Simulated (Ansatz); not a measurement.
Input file for Ansatz (a first-principles code): R-SVWN5/def2-TZVPP on Cl4K4.

Ansatz 0.2 input:
```yaml
crystal:
  periodic: [false, false, false]
  atoms:
    - {symbol: K, position_ang: [-1.46206305, -1.46206305, -1.46206305]}
    - {symbol: Cl, position_ang: [-1.54193482, -1.54193482, 1.54193482]}
    - {symbol: Cl, position_ang: [-1.54193482, 1.54193482, -1.54193482]}
    - {symbol: K, position_ang: [-1.46206305, 1.46206305, 1.46206305]}
    - {symbol: Cl, position_ang: [1.54193481, -1.54193481, -1.54193481]}
    - {symbol: K, position_ang: [1.46206305, -1.46206305, 1.46206305]}
    - {symbol: K, position_ang: [1.46206305, 1.46206305, -1.46206305]}
    - {symbol: Cl, position_ang: [1.54193481, 1.54193481, 1.54193481]}
basis:
  gaussian:
    orbitals: def2-TZVPP
hamiltonian:
  xc: {name: SVWN5}
scf: {lower_state_search: off}
```

Program output:

```
WARN ansatz: RAYON_NUM_THREADS=4 ignored (pool sized by the plan → 4); use --threads N
Functional definition: SVWN5
these checks for a lower state are left out or cut short: stability, starts, cluster_reference, orbital_swaps, neighbouring_geometries, increment
integrals: 0.58 GiB planned
2476 factors; their error is unknown
mean field: 2.34 GiB planned
mean field evaluation 1: about -115049.8437 eV, gradient 4.7e1 eV
mean field evaluation 2: about -115040.6325 eV, gradient 8.1e1 eV
mean field evaluation 4: about -115055.8352 eV, gradient 3.2e0 eV
mean field evaluation 8: about -115055.8518 eV, gradient 7.0e-2 eV
mean field evaluation 16: about -115055.7733 eV, gradient 1.1e-5 eV
mean field -115055.77328130 eV, -4228.2216804836 hartree, gradient 8.8e-7 eV, S^2 0.000000; 0 other end points of the search recorded, 0 dependent functions left out
reference -115055.77339274 eV, -4228.2216845790 hartree; 72, 72 occupied and 228, 228 virtual orbitals, 2476 factors
Total energy: -115055.77339274 eV, -4228.2216845790 hartree
Checks for a lower state left out: stability, starts, cluster_reference, orbital_swaps, neighbouring_geometries, increment
```

The run converged.

Cost: roughly 8 core-seconds.
